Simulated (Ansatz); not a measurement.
Geometry optimisation, RKS B3LYP-D4/def2-SVP in Ansatz 0.2.0.

Input file:

```yaml
crystal:
  periodic: [false, false, false]
  atoms:
    - { symbol: O, position_ang: [0.1131, 1.774, -1.0515] }
    - { symbol: Ge, position_ang: [-0.4139, 0.7351, 0.2794] }
    - { symbol: O, position_ang: [1.0026, -0.1285, 0.8614] }
    - { symbol: Ge, position_ang: [0.3948, -1.5209, 0.0245] }
    - { symbol: H, position_ang: [-0.792, 2.133, -1.4552] }
    - { symbol: H, position_ang: [-1.1665, 1.3475, 1.4948] }
    - { symbol: H, position_ang: [1.153, -1.8578, -1.2509] }
    - { symbol: H, position_ang: [1.66569, -0.3947, 1.54664] }
basis:
  gaussian: { orbitals: def2-SVP }
hamiltonian:
  xc: b3lyp
  dispersion: d4
relax:
  f_tol: 0.02
  max_steps: 50
```

Command:

```bash
$ ansatz run input.yaml --threads 2 --pin off --max-ram 3072MiB --backend cpu --events-out ev --progress --plain --runs-dir out
```

Q: Where does it end, and by what steps?

A: It converged. After 15 steps the energy has fallen by 2.834 eV; H5 moved furthest, 0.89 Å.

| step | energy less start (eV) | largest force component (eV/Å) | accepted |
| --- | --- | --- | --- |
| 0 | 0.0000 | 7.022 | yes |
| 1 | -1.7817 | 3.579 | yes |
| 2 | -2.3742 | 1.207 | yes |
| 3 | -2.5680 | 0.294 | yes |
| 4 | -2.6055 | 0.622 | yes |
| 5 | -2.6676 | 0.730 | yes |
| 6 | -2.7033 | 1.006 | yes |
| 7 | -2.7561 | 0.913 | yes |
| 8 | -2.7322 | 0.723 | no |
| 9 | -2.8058 | 0.282 | yes |
| 10 | -2.8245 | 0.209 | yes |
| 11 | -2.8232 | 0.149 | no |
| 12 | -2.8309 | 0.129 | yes |
| 13 | -2.8328 | 0.094 | yes |
| 14 | -2.8337 | 0.035 | yes |
| 15 | -2.8341 | 0.011 | yes |

```xyz
8
Properties=species:S:1:pos:R:3
O -0.305 1.925 -0.803
Ge -0.547 0.539 0.300
O 1.301 -0.058 0.749
Ge 0.307 -1.780 0.040
H -0.097 1.636 -1.703
H -0.952 1.269 1.611
H 0.748 -1.358 -1.442
H 1.501 -0.085 1.697
```

Time of the run: 30 s on 2 threads of Intel(R) Xeon(R) 6975P-C (Granite Rapids), on a shared host, peak memory 0.31 GiB.
